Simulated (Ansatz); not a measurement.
Two structures of AlN₂H₇S, singlet, reached by relaxing down either side of one saddle point (PBE0-D4/def2-TZVP). Energies are electronic, without zero-point energy. Program: Ansatz 0.2.0. Basis: def2-TZVPP and def2-QZVPP. Cores are frozen in the correlated methods. Extrapolation: Hartree–Fock as exp(−7.88 √X), correlation as X^−2.97. First:

```
atom    x (Å)    y (Å)    z (Å)
 Al1   0.4817  -0.1075   0.2341
  S2   1.5074   1.8150  -0.0077
  N3   0.9636  -1.4277  -0.8310
  N4  -0.7529  -0.3223   1.4775
  H5  -1.3304   1.3991  -1.7021
  H6  -1.8256   0.8387  -1.7066
  H7   1.0393   2.2913   1.1582
  H8   1.7489  -1.3889  -1.4589
  H9   0.4949  -2.3141  -0.9132
 H10  -1.1587   0.4204   2.0210
 H11  -1.1684  -1.2038   1.7288
```

Second:

```csv
atom,x (Å),y (Å),z (Å)
Al1,-0.5460,-0.3222,-0.4628
S2,0.9648,1.8898,-0.5751
N3,0.8188,-1.4229,-0.8225
N4,-1.0939,-0.2441,1.2383
H5,0.1423,2.7462,0.0535
H6,-1.5381,0.1660,-1.6046
H7,1.5804,1.5470,0.5669
H8,1.1180,-1.6611,-1.7537
H9,1.2216,-2.0673,-0.1624
H10,-1.9999,0.0987,1.5121
H11,-0.6681,-0.7300,2.0104
```

Q: Which bonds change from the first to the second?

A: AlN₂H₅S ([NH2][Al]([NH2])[SH]) + H₂ → AlN₂H₅ ([NH2][AlH][NH2]) + H₂S (still joined by a long Al–S bond); bonds formed: Al1–H6, S2–H5; bonds broken: H5–H6; bonds weakened to dative contacts: Al1–S2.

Q: Give the saddle point's structure and its height above each. (An estimate is asked for; the value comes from the calculation.)

A: By the calculation: 1.438 eV above the first and 0.695 eV above the second (CCSD(T) at an estimated basis limit (MP2 extrapolated from triple and quadruple zeta, plus CCSD(T) − MP2 in triple zeta)).
```xyz
11
angstrom
Al -0.1536 -0.1753 -0.1464
S 1.2608 1.8151 -0.3674
N 0.8063 -1.4467 -0.9225
N -0.9866 -0.3740 1.4036
H -0.1652 1.5444 -0.9372
H -1.1324 0.8491 -1.0912
H 0.7261 2.3322 0.7516
H 1.6837 -1.2940 -1.3905
H 0.4681 -2.3753 -1.1134
H -1.8433 0.0869 1.6597
H -0.6639 -0.9623 2.1537
```

No T1 diagnostic of these runs exceeds 0.012.

Labels in which every atom is bracketed show which atoms are joined, not bond orders.

For scale, one of the runs: CCSD(T)/def2-TZVPP, 244 basis functions, launched by `ansatz run in.yaml --threads 4 --pin off --events-out ev --progress --plain --max-ram 9574MiB`. Time: 120 s of wall clock on 4 CPU threads of an Intel Xeon; the host was shared. Peak host memory: 4.6 GiB.
